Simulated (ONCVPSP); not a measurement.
# What one change does to a pseudopotential (Bi, ONCV)

Bi (Z = 83), optimised norm-conserving Vanderbilt (ONCV), made with ONCVPSP 4.0.1 (LDA (Perdew-Wang 92), fully relativistic). Core [Kr] 4d10 4f14, reference 5s2 5p6 5d10 6s2 6p2.5 (charge +0.5). Waves: 5s+6s: rc 1.40 bohr, ncon 4, nbas 8, qcut 9.2 1/bohr, 2 projectors; 5p+6p: rc 1.75 bohr, ncon 4, nbas 7, qcut 7.9 1/bohr, 2 projectors; 5d: rc 1.25 bohr, ncon 4, nbas 8, qcut 9 1/bohr, 2 projectors, debl 2.7 Ha. Local part: polynomial inside 0.80 bohr (lpopt 5, dvloc0 1 Ha). Core correction: Teter function fitted to the true core (icmod 2), fcfact 0.25.

Open shells are filled in proportion to 2j + 1.

All-electron outer shells of the reference configuration (LDA (PZ), scalar-relativistic, ld1.x):

```csv
shell,level (eV),outermost node (bohr),outermost maximum (bohr)
4d,-433.82,0.19,0.38
5s,-161.94,0.44,0.77
4f,-156.87,–,0.34
5p,-99.87,0.48,0.86
5d,-31.08,0.51,1.03
6s,-18.46,0.98,1.86
6p,-8.11,1.14,2.41
```

Change: d: rc 1.6.

Cutoffs: the cutoffs (Ha) at which the residual kinetic energy of the hardest occupied pseudo-wave falls to 1 and 0.1 mHa per electron; they do not see the model core or the augmentation charge, which bear on the density cutoff. Errors are all-electron minus pseudo energies relative to the spin-unpolarised reference configuration.

Problem. How do hardness, ghosts and transferability respond?

Solution. The potential gets neither clearly harder nor softer (32 Ha and 37 Ha → 32 Ha and 37 Ha); both files keep a bound ghost (s); the errors of the 4 common tests hardly move.

```csv
quantity,base,changed
"cutoff, loose",32 Ha,32 Ha
"cutoff, tight",37 Ha,37 Ha
loose cutoff by channel,"s 32 Ha, p 23 Ha, d 27 Ha","s 32 Ha, p 23 Ha, d 28 Ha"
bound ghosts,s,s
GHOST(+) flags under 300 eV,"p3/2 at 124.9 eV, p1/2 at 195.9 eV","p3/2 at 124.9 eV, p1/2 at 195.9 eV"
"error for 5s2 5p6 5d10 6s2 6p3, meV [ΔE -3.28 eV]",-0.1,-0.1
"error for 5s2 5p6 5d10 6s2 6p2, meV [ΔE 5.02 eV]",0.0,+0.1
"error for 5s2 5p6 5d10 6s2 6p1, meV [ΔE 20.76 eV]",-0.2,-0.1
"error for 5s2 5p6 5d10 6s1 6p3, meV [ΔE 15.68 eV]",-0.3,-0.3
s: phases at 1.42 bohr within 0.05 rad from the reference energy up to (Ha; the scan ends near 5),to the end of the scan,to the end of the scan
p3/2: phases at 1.77 bohr within 0.05 rad from the reference energy up to (Ha; the scan ends near 5),4.1,4.1
p1/2: phases at 1.77 bohr within 0.05 rad from the reference energy up to (Ha; the scan ends near 5),to the end of the scan,to the end of the scan
"rms error of d²Exc/dni dnj with the model core, mHa",3.44,3.44
```

 A true bound ghost makes a file unfit for plane-wave use even where its test errors are small: the radial tests pick states by their node count and pass the ghost by.
